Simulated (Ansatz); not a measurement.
Ansatz (a first-principles code) input (B3LYP/6-31G):

Ansatz 0.2 input:
```yaml
crystal:
  periodic: [false, false, false]
  atoms:
    - {symbol: C, position_ang: [-0.05316400, -0.04635300, -0.58158900]}
    - {symbol: O, position_ang: [-0.06242300, 0.00239200, 0.58918400]}
    - {symbol: H, position_ang: [0.81836600, 0.25898200, -1.22393700]}
basis:
  gaussian:
    orbitals: 6-31G
hamiltonian:
  xc: {name: B3LYP}
magnetization: {spin_polarized: true, initial_magnetization: 1}
output: {forces: true}
```

Output:

```
Functional definition: B3LYP
integrals: 0.00 GiB planned
235 factors; integrals over basis functions are off by at most 2.8e-4 eV
mean field: 0.06 GiB planned
mean field evaluation 1: about -3094.8719 eV, gradient 2.3e1 eV
mean field evaluation 2: about -3087.1029 eV, gradient 5.1e1 eV
mean field evaluation 4: about -3096.8011 eV, gradient 7.5e-1 eV
mean field evaluation 8: about -3096.8033 eV, gradient 2.0e-2 eV
mean field -3096.80327081 eV, -113.8054211136 hartree, gradient 8.4e-5 eV, S^2 0.752041; 0 other end points of the search recorded, 0 dependent functions left out
the calculation of the forces begins
reference -3096.80338797 eV, -113.8054254190 hartree; 8, 7 occupied and 12, 13 virtual orbitals, 235 factors
Total energy: -3096.80338797 eV, -113.8054254190 hartree
Atom 0 at    -0.053164    -0.046353    -0.581589 Å, force     0.220753    -0.051799    -3.053908 eV/Å
Atom 1 at    -0.062423     0.002392     0.589184 Å, force    -0.145765     0.085317     3.160875 eV/Å
Atom 2 at     0.818366     0.258982    -1.223937 Å, force    -0.074988    -0.033518    -0.106967 eV/Å
Dipole moment:     0.201648     0.063970    -0.298097 e Å
```

The geometry given is a B3LYP-D3(BJ)/def2-TZVP minimum.
